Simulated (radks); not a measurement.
O4+, configuration [He] 2s2 (the NIST ground configuration).

Method: Dirac Kohn-Sham, PBE, spin-unpolarised, spherical densities, point nucleus; computed with a radial shooting solver on a logarithmic mesh with Libxc functionals.

Energy parts (eV):
total: -1860.114
kinetic: 1860.736
electron-nucleus: -4016.555
Hartree: 458.949
exchange-correlation: -163.244

Orbitals (lengths in bohr, moments of r in powers of bohr; r(max) is where P^2 peaks):
orbital  occ.  eigenvalue (eV)    <r^2>  r(max)     <r>  small-component weight
1s1/2       2        -620.4601  0.05322  0.1290  0.1986                7.79e-04
2s1/2       2        -102.7220    1.017  0.7824  0.9307                1.30e-04

The highest occupied level is 2s1/2 at -102.72 eV. The density falls to 0.001 e/bohr^3 at r = 2.13 bohr. For comparison, the ionisation energy in NIST's Atomic Spectra Database is 113.90 eV (measured). In exact Kohn-Sham theory the highest level is minus the ionisation energy, but local and semilocal functionals leave it too shallow, through self-interaction and a potential that decays too fast; potentials with the right tail come closer. Summed over all electrons, <r^2> = 2.140 bohr^2, which gives a Langevin (diamagnetic) susceptibility term of -1.69 x 10^-6 cm^3/mol.
